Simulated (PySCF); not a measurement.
## Working out the ionisation energy of Xe+

Xe+ [Kr] 4d10 5s2 5p5 (2P) → Xe(2+) [Kr] 4d10 5s2 5p4 (3P). Computed with PySCF 2.14 in aug-cc-pVQZ-PP with ECP28MDF, with scalar relativity through the core potential. Frozen: 4s2 4p6 4d10. Energies in hartree (1 hartree = 27.21139 eV):

```json
{"part": "UHF", "Xe+ (lower)": "-327.878410", "Xe(2+) (upper)": "-327.140928"}
{"part": "MP2 opposite-spin", "Xe+ (lower)": "-0.107306", "Xe(2+) (upper)": "-0.082023"}
{"part": "MP2 same-spin", "Xe+ (lower)": "-0.028063", "Xe(2+) (upper)": "-0.021671"}
```

Q: What does Hartree-Fock give?

A: (-327.140928) − (-327.878410) = 0.737482 hartree = 20.068 eV.

Q: What do MP2 and SCS-MP2 (6/5 opposite-spin, 1/3 same-spin) give?

A: The opposite-spin parts differ by 0.688 eV and the same-spin parts by 0.174 eV. MP2: 20.068 + (0.688) + (0.174) = 20.930 eV. SCS-MP2: 20.068 + 1.2 × (0.688) + (0.174)/3 = 20.952 eV.

Reference: 20.975 eV (semi-empirical (NIST evaluation); NIST Atomic Spectra Database, ionization energies), between the lowest levels; spin-orbit coupling is absent from the calculation.

What remains against the reference includes basis incompleteness, the frozen core and correlation beyond second order.
